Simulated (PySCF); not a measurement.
**Electron correlation in O (oxygen, neutral)**

[He] 2s2 2p4, high-spin 3P determinant. Calculation: PySCF 2.14, in aug-cc-pwCVTZ; no relativity, point nucleus. Frozen: nothing; 8 electrons correlated.

| level | correlation energy (mhartree) |
| --- | --- |
| CCSD | -219.06 |
| (T) | -3.92 |
| CCSD(T) | -222.98 |

Diagnostics: T1 = 0.0064, D1 = 0.0119, largest double amplitude 0.038.

Q: Is a single reference adequate?

A: Yes: T1 lies below 0.03 and no double amplitude reaches 0.07.
